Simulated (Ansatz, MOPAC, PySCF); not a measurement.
Dimer: HCl (SMILES Cl) (first 2 atoms) with SiH4 (SMILES [SiH4]); geometry from B3LYP-D3(BJ)/def2-TZVP, rigid monomers moved along the line of their centres of mass till Cl1···Si3 is 4.33 Å.
(charge 0, multiplicity 1):
| atom | x (Å) | y (Å) | z (Å) |
|---|---|---|---|
| Cl | -0.0685 | -0.3380 | -0.3248 |
| H | -0.6754 | -1.3223 | 0.2291 |
| Si | 0.0352 | 0.2352 | 3.9697 |
| H | 0.8511 | 1.3447 | 3.4328 |
| H | -1.3458 | 0.3262 | 3.4447 |
| H | 0.0000 | 0.3128 | 5.4485 |
| H | 0.6248 | -1.0617 | 3.5663 |

Counterpoise-corrected where a basis set is named; no monomer relaxation. Rows marked so take none.

Cores are frozen in the correlated methods. CBS(a, b) extrapolates the correlation energy as X⁻³ and adds the Hartree–Fock energy of set b. Rows in 3-21G, 6-31G* carry no dispersion term and start afresh at each structure (6-31G* with six Cartesian d functions). MP2/6-31G* freezes PySCF's default core. The state reached by AM1, PM3, PM6, PM7 isn't checked; PM7 holds dispersion and hydrogen-bond terms.

Codes used: Ansatz (a first-principles code) with Gaussian orbitals; MOPAC for AM1, PM3, PM6, PM7 (differences of heats of formation); PySCF for 3-21G rows, 6-31G* rows, the dispersion terms. Each number belongs to the level named beside it.

Other levels give for the interaction energy: PBE/def2-TZVPPD -0.35; B3LYP/def2-TZVPPD 0.09; B3LYP-D3(BJ)/def2-TZVPPD -0.70; wB97M-V/def2-TZVPPD -0.62; CCSD(T)/CBS(aug-cc-pV(D+d)Z, aug-cc-pV(T+d)Z) -0.65 kcal/mol.

Common cheap choices:

```csv
level,interaction energy (kcal/mol),"less -0.65 (CCSD(T)/CBS(aug-cc-pV(D+d)Z, aug-cc-pV(T+d)Z))"
AM1,-0.06,0.59
PM3,0.07,0.72
PM6,-0.23,0.42
PM7,-0.77,-0.12
HF/3-21G (no counterpoise),-0.51,0.14
HF/6-31G*,0.02,0.67
HF/6-31G* (no counterpoise),-0.14,0.51
MP2/6-31G* (no counterpoise),-0.50,0.15
```
